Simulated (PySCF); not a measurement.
Working out the excitation energy of B

B [He] 2s2 2p1 (2P) → B [He] 2s1 2p1 3d1 (high-spin determinant). All numbers are calculated (PySCF 2.14, the spin-free X2C one-electron Hamiltonian (Gaussian nucleus), in aug-cc-pVTZ-DK (5s4p3d2f, 46 functions)). Frozen: 1s2. Energies in hartree (1 hartree = 27.21139 eV):

```json
{"part": "UHF", "B (lower)": "-24.538906", "B (upper)": "-24.137866"}
{"part": "CCSD correlation", "B (lower)": "-0.064918", "B (upper)": "-0.010998"}
{"part": "(T)", "B (lower)": "-0.001356", "B (upper)": "-0.000217"}
```

What does Hartree-Fock give?

(-24.137866) − (-24.538906) = 0.401040 hartree = 10.913 eV.

What do CCSD and CCSD(T) give?

The CCSD correlation energies differ by 0.053920 hartree = 1.467 eV and the triples by 0.001139 hartree = 0.031 eV, so CCSD gives 12.380 eV and CCSD(T) 12.411 eV.

One determinant mixes LS terms, so it does not stand for a single term.

The upper state lies above the first ionisation limit, but in LS coupling its spin forbids autoionisation to the ground ion. A Rydberg-like electron needs more diffuse functions than a valence basis has.
